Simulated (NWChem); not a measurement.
System: SiNH$_{4}$OCl; SMILES N[SiH](O)Cl

NWChem printed, in part:

```
             Northwest Computational Chemistry Package (NWChem) 7.3.0
             --------------------------------------------------------

                             Geometry "geometry" -> ""
                             -------------------------

 Output coordinates in angstroms (scale by  1.889725989 to convert to a.u.)

  No.       Tag          Charge          X              Y              Z
 ---- ---------------- ---------- -------------- -------------- --------------
    1 Si                  14.0000    -0.07714900    -0.53321600    -0.40496700
    2 N                    7.0000     1.25007200    -1.34136100     0.28138500
    3 O                    8.0000    -1.43183400    -1.03026800     0.40079100
    4 Cl                  17.0000    -0.05548500     1.55076500    -0.21865000
    5 H                    1.0000    -0.07758900    -0.80039800    -1.86280900
    6 H                    1.0000     2.11483300    -1.45682400    -0.23236500
    7 H                    1.0000     1.38583500    -1.38529400     1.28457700
    8 H                    1.0000    -2.11895300    -0.36495800     0.50371200

 Effective nuclear repulsion energy (a.u.)     226.3576899307

                                 NWChem DFT Module
                                 -----------------

 Summary of "ao basis" -> "ao basis" (spherical)
 ------------------------------------------------------------------------------
       Tag                 Description            Shells   Functions and Types
 ---------------- ------------------------------  ------  ---------------------
 Si                          6-31g*                  8       18   4s3p1d
 N                           6-31g*                  6       14   3s2p1d
 O                           6-31g*                  6       14   3s2p1d
 Cl                          6-31g*                  8       18   4s3p1d
 H                           6-31g*                  2        2   2s

 in cosmo_initialize ...
 calling solv_data for solv:cychexan

 solvent parameters
 solvname_short: cychexan
 solvname_long:  cyclohexane
 dielec:        2.0165
 dielecinf:     2.0352
 nonaqueous SMD model solvent descriptors
 dielec:        2.0165
 sola:          0.0000
 solb:          0.0000
 solc:          0.0000
 solg:         35.4800
 solh:          0.0000
 soln:          1.4266

          ---------------
          -cosmo- solvent
          ---------------
 Cosmo: York-Karplus, doi: 10.1021/jp992097l
 dielectric constant -eps-     =   2.02
 screen = (eps-1)/(eps    )    =   0.50409
 surface charge correction     = lagrangian

   van der Waals surface
 --------------------------

 ---------- ATOMIC COORDINATES (A.U.) ------------ VDWR(ANG.) --
     1   -0.14579047   -1.00763213   -0.76527666     2.470
     2    2.36229355   -2.53480474    0.53174055     1.890
     3   -2.70577392   -1.94692421    0.75738517     2.294
     4   -0.10485145    2.93052092   -0.41318859     2.380
     5   -0.14662195   -1.51253290   -3.52019858     1.200
     6    3.99645488   -2.75299817   -0.43910618     1.200
     7    2.61884842   -2.61782607    2.42749854     1.200
     8   -4.00424055   -0.68967062    0.95187766     1.200
 number of segments per atom =        128
 number of   points per atom =        128
 atom (   nspa,  nppa )
 ----------------------
    1 (     44,     0 )       0
    2 (     55,     0 )       0
    3 (     80,     0 )       0
    4 (     92,     0 )       0
    5 (     30,     0 )       0
    6 (     43,     0 )       0
    7 (     41,     0 )       0
    8 (      0,     0 )       0
 number of -cosmo- surface points =      385
 molecular surface =    135.493 angstrom**2
 molecular volume  =    131.540 angstrom**3
 -lineq- algorithm             =   0
 -bem- low  level              =   3
 -bem- from -octahedral-
 gaussian surface charge width =   4.50000
 degree of switching           =   1.00000
 switching function tolerance  =   0.00010
 atomic radii =
 --------------
    1 14.000  2.470
    2  7.000  1.890
    3  8.000  2.294
    4 17.000  2.380
    5  1.000  1.200
    6  1.000  1.200
    7  1.000  1.200
    8  1.000  1.200
 ...... end of -cosmo- initialization ......

 nat:                     8
 ixmem:                  3618
 calling mnsol_interface()
 G(SMD-CDS) energy (kcal/mol)  =    -0.482
 SMD-CDS SASA (angstrom**2)    =   135.336

            General Information
            -------------------
          SCF calculation type: DFT
          Wavefunction type:  closed shell.
          No. of atoms     :     8
          No. of electrons :    50
           Alpha electrons :    25
            Beta electrons :    25
          Charge           :     0
          Spin multiplicity:     1
          Use of symmetry is: off; symmetry adaption is: off
          Maximum number of iterations: 150
          AO basis - number of functions:    72
                     number of shells:    36
          Convergence on energy requested:  1.00D-06
          Convergence on density requested:  1.00D-05
          Convergence on gradient requested:  5.00D-04

              XC Information
              --------------
                         PBE0 Method XC Functional
                     Hartree-Fock (Exact) Exchange  0.250
          PerdewBurkeErnzerhof Exchange Functional  0.750
            Perdew 1991 LDA Correlation Functional  1.000 local
           PerdewBurkeErnz. Correlation Functional  1.000 non-local

             Grid Information
             ----------------
          Grid used for XC integration:  medium
          Radial quadrature: Mura-Knowles
          Angular quadrature: Lebedev.
          Tag              B.-S. Rad. Rad. Pts. Rad. Cut. Ang. Pts.
          ---              ---------- --------- --------- ---------
          Si                  1.10       88           8.0       590
          N                   0.65       49          10.0       434
          O                   0.60       49          10.0       434
          Cl                  1.00       88          10.0       590
          H                   0.35       45          11.0       434
          Grid pruning is: on
          Number of quadrature shells:   454
          Spatial weights used:  Erf1

      Superposition of Atomic Density Guess
      -------------------------------------

 Sum of atomic energies:        -879.30891087

      Non-variational initial energy
      ------------------------------

 Total energy =    -880.695468
 1-e energy   =   -1664.737082
 2-e energy   =     557.683924
 HOMO         =      -0.359998
 LUMO         =       0.071758

   convergence    iter        energy       DeltaE   RMS-Dens  Diis-err
 ---------------- ----- ----------------- --------- --------- ---------
     COSMO gas phase
 d= 0,ls=0.0,diis     1   -881.6545102558 -1.11D+03  1.55D-02  7.28D-01
 d= 0,ls=0.0,diis     2   -881.6355048718  1.90D-02  8.51D-03  9.62D-01
 d= 0,ls=0.0,diis     3   -881.7314126501 -9.59D-02  1.73D-03  3.01D-02
 d= 0,ls=0.0,diis     4   -881.7339076079 -2.49D-03  6.93D-04  3.52D-03
 d= 0,ls=0.0,diis     5   -881.7343504203 -4.43D-04  1.06D-04  1.39D-04
  Resetting Diis
 d= 0,ls=0.0,diis     6   -881.7343638962 -1.35D-05  4.26D-05  1.40D-05
 d= 0,ls=0.0,diis     7   -881.7343655545 -1.66D-06  1.60D-05  5.21D-07
 d= 0,ls=0.0,diis     8   -881.7343655302  2.43D-08  8.64D-06  7.46D-07

   convergence    iter        energy       DeltaE   RMS-Dens  Diis-err
 ---------------- ----- ----------------- --------- --------- ---------
     COSMO solvation phase
 d= 0,ls=0.0,diis     1   -881.7404466158 -6.08D-03  8.01D-04  7.00D-04
 d= 0,ls=0.0,diis     2   -881.7406392727 -1.93D-04  1.61D-04  1.54D-04
 d= 0,ls=0.0,diis     3   -881.7406553062 -1.60D-05  6.21D-05  3.52D-05
 d= 0,ls=0.0,diis     4   -881.7406583164 -3.01D-06  2.25D-05  6.98D-06
 d= 0,ls=0.0,diis     5   -881.7406589787 -6.62D-07  6.73D-06  1.80D-07

         Total DFT energy =     -881.740658978700
      One electron energy =    -1668.375988399287
           Coulomb energy =      626.200976402452
    Exchange-Corr. energy =      -65.896881789294
 Nuclear repulsion energy =      226.357689930683

             COSMO energy =       -0.026455123254

 Numeric. integr. density =       49.999997180000

                                COSMO-SMD solvation results
                                ---------------------------

             internal energy in gas <Psi(g)|H|Psi(g)> =      -881.734365530199
         internal energy in solvent <Psi(s)|H|Psi(s)> =      -881.734142571999
                               delta internal energy  =         0.000222958200 (    0.14 kcal/mol)
   total free energy in solvent <Psi(s)|H+V/2|Psi(s)> =      -881.739891004005
 polarization energy contribution <Psi(s)|V/2|Psi(s)> =        -0.005748432006 (   -3.61 kcal/mol)
    total free energy in solvent including G(SMD-CDS) =      -881.740658978700
                       G(SMD-CDS) energy contribution =        -0.000767974694 (   -0.48 kcal/mol)
     1 M fixed-concentration free energy of solvation =        -0.006293448501 (   -3.95 kcal/mol)

                       DFT Final Molecular Orbital Analysis
                       ------------------------------------

 Vector   23  Occ=2.000000D+00  E=-3.310283D-01
              MO Center= -5.4D-01,  2.8D-01, -9.2D-02, r^2= 3.4D+00
   Bfn.  Coefficient  Atom+Function         Bfn.  Coefficient  Atom+Function
  ----- ------------  ---------------      ----- ------------  ---------------
    53      0.446550  4 Cl px                36      0.268215  3 O  py
    57      0.236181  4 Cl px                37      0.228324  3 O  pz
    54      0.223131  4 Cl py                35      0.204421  3 O  px
    40      0.200810  3 O  py                41      0.179216  3 O  pz
    49     -0.174335  4 Cl px                55     -0.164267  4 Cl pz

 Vector   24  Occ=2.000000D+00  E=-3.255099D-01
              MO Center= -1.4D-01,  7.3D-01, -4.3D-01, r^2= 3.1D+00
   Bfn.  Coefficient  Atom+Function         Bfn.  Coefficient  Atom+Function
  ----- ------------  ---------------      ----- ------------  ---------------
    55      0.597664  4 Cl pz                59      0.332968  4 Cl pz
    66      0.263131  5 H  s                 51     -0.233697  4 Cl pz
    37      0.186013  3 O  pz                65      0.170750  5 H  s
    41      0.140360  3 O  pz                 9     -0.133558  1 Si pz
    24     -0.097554  2 N  s                 21      0.074310  2 N  px

 Vector   25  Occ=2.000000D+00  E=-2.836544D-01
              MO Center=  9.8D-01, -9.8D-01,  1.7D-01, r^2= 2.3D+00
   Bfn.  Coefficient  Atom+Function         Bfn.  Coefficient  Atom+Function
  ----- ------------  ---------------      ----- ------------  ---------------
    22      0.505945  2 N  py                26      0.436169  2 N  py
    53     -0.221120  4 Cl px                54      0.180008  4 Cl py
    21      0.168765  2 N  px                25      0.143838  2 N  px
    58      0.128630  4 Cl py                12      0.121558  1 Si py
    57     -0.120175  4 Cl px                56     -0.091926  4 Cl s

 Vector   26  Occ=0.000000D+00  E= 5.313777D-02
              MO Center= -6.9D-01, -3.5D-01, -3.8D-01, r^2= 4.3D+00
   Bfn.  Coefficient  Atom+Function         Bfn.  Coefficient  Atom+Function
  ----- ------------  ---------------      ----- ------------  ---------------
    11      1.028717  1 Si px                38      0.781322  3 O  s
    10     -0.462909  1 Si s                  7      0.298534  1 Si px
    24     -0.273530  2 N  s                 13     -0.262527  1 Si pz
    72     -0.247731  8 H  s                 57     -0.245676  4 Cl px
    40      0.202840  3 O  py                58     -0.180775  4 Cl py

 Vector   27  Occ=0.000000D+00  E= 6.407296D-02
              MO Center=  5.9D-01, -2.0D-01, -4.4D-02, r^2= 4.6D+00
   Bfn.  Coefficient  Atom+Function         Bfn.  Coefficient  Atom+Function
  ----- ------------  ---------------      ----- ------------  ---------------
    10      1.157494  1 Si s                 24     -0.993384  2 N  s
    58      0.536354  4 Cl py                56     -0.525414  4 Cl s
    11      0.445336  1 Si px                12      0.416268  1 Si py
    68      0.389927  6 H  s                 66     -0.353084  5 H  s
    70      0.342621  7 H  s                  6      0.307034  1 Si s

 Vector   28  Occ=0.000000D+00  E= 7.261849D-02
              MO Center=  1.1D-02, -8.9D-01, -2.9D-01, r^2= 5.0D+00
   Bfn.  Coefficient  Atom+Function         Bfn.  Coefficient  Atom+Function
  ----- ------------  ---------------      ----- ------------  ---------------
    12      1.045377  1 Si py                24      0.903497  2 N  s
    56     -0.637715  4 Cl s                 72     -0.491632  8 H  s
     8      0.453204  1 Si py                58      0.434335  4 Cl py
    38      0.427532  3 O  s                 70     -0.304918  7 H  s
    68     -0.302859  6 H  s                 11     -0.300016  1 Si px

     Multipole analysis of the density
     ---------------------------------

     L   x y z        total         alpha         beta         nuclear
     -   - - -        -----         -----         ----         -------
     0   0 0 0     -0.000000    -25.000000    -25.000000     50.000000

     1   1 0 0      0.367322      3.418280      3.418280     -6.469237
     1   0 1 0     -0.359965      2.410042      2.410042     -5.180049
     1   0 0 1      0.161563      4.349153      4.349153     -8.536743

     2   2 0 0    -22.526119    -79.764379    -79.764379    137.002638
     2   1 1 0     -3.576514      7.118571      7.118571    -17.813656
     2   1 0 1      0.139114      2.067637      2.067637     -3.996161
     2   0 2 0    -32.783919   -142.744902   -142.744902    252.705885
     2   0 1 1      0.423615     15.961056     15.961056    -31.498497
     2   0 0 2    -26.962855    -32.007991    -32.007991     37.053126
```

Level: PBE0/6-31G* (spherical d), SMD on the gas-phase geometry. The geometry was optimised at PBE0/def2-SVP. Solvent: cyclohexane.

Q: Write an input that gives this output.

A: Several could match; the one computed here: the input that was run:
```
start job
memory heap 200 mb stack 900 mb global 1100 mb
geometry units angstroms noautosym nocenter noautoz
  Si    -0.077149    -0.533216    -0.404967
  N      1.250072    -1.341361     0.281385
  O     -1.431834    -1.030268     0.400791
  Cl    -0.055485     1.550765    -0.218650
  H     -0.077589    -0.800398    -1.862809
  H      2.114833    -1.456824    -0.232365
  H      1.385835    -1.385294     1.284577
  H     -2.118953    -0.364958     0.503712
end
basis spherical
  * library 6-31g*
end
dft
  xc pbe0
  iterations 150
end
cosmo
  do_cosmo_smd true
  solvent cychexan
end
task dft energy
```
